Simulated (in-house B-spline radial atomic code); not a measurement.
# Excitations of the cobalt ion Co⁹⁺ by several methods

Full response, energies in eV; labels give the largest channel, * marks a mixed state, a dash one above the method's threshold, and an imaginary frequency an unstable closed-shell reference. Computed with an all-electron radial atomic-structure program (B-spline basis): linear response of the closed shell [Ne] 3s2 3p6 with each method's own kernel (bare exchange for TDHF, static screening on G0W0 levels for BSE, the adiabatic kernel for functionals); scalar-relativistic (spin-free one-electron X2C), finite nucleus, no spin-orbit coupling, no double excitations, S, P, D and F terms only. Only terms of natural parity with L up to 3 were computed.

Spin-orbit coupling is strong here, so these LS terms don't match observed levels.

| method | 3p → 3d 3P | 3p → 3d 3F | 3p → 3d 1F | α (bohr³) |
| --- | --- | --- | --- | --- |
| TDHF | 54.26 | 55.90 | 61.47 | 0.3982 |
| BSE on G0W0@HF | 55.15 | 56.91 | 62.01 | 0.3953 |
| LDA VWN5 | 55.40 | 56.74 | 61.07 | 0.3971 |
| PBE | ? | ? | ? | ? |
| PBE0 | 55.21 | 56.10 | 61.31 | 0.3966 |
| B3LYP (VWN-RPA) | 55.04 | 55.91 | 60.79 | 0.3971 |
| CAM-B3LYP | 55.03 | 55.92 | 60.81 | 0.3972 |
| LC-wPBE | 55.50 | 56.15 | 61.20 | 0.3962 |
| wB97X | ? | ? | ? | ? |
| HSE06 | 55.28 | 56.15 | 61.35 | 0.3965 |
| BHandHLYP | 54.77 | 55.92 | 61.06 | 0.3975 |
| BLYP | 55.08 | 55.65 | 60.51 | 0.397 |
| PBEsol | 55.35 | 56.27 | 61.16 | 0.3966 |
| BP86 | 55.47 | 55.95 | 60.91 | 0.396 |
| LDA exchange-only | 54.83 | 56.36 | 61.12 | 0.3981 |
| B97-1 | 55.31 | 56.21 | 60.86 | 0.3966 |
| RPBE | 55.39 | 55.95 | 61.04 | 0.3963 |
| OLYP | 55.05 | 56.36 | 61.18 | 0.3953 |

(1) What does wB97X give?

(2) What does PBE give?

Results:

(1) 3p → 3d 3P: 55.62; 3p → 3d 3F: 56.61; 3p → 3d 1F: 61.19; α: 0.3951 (eV, bohr³).

(2) 3p → 3d 3P: 55.37; 3p → 3d 3F: 55.97; 3p → 3d 1F: 61.03; α: 0.3964 (eV, bohr³).
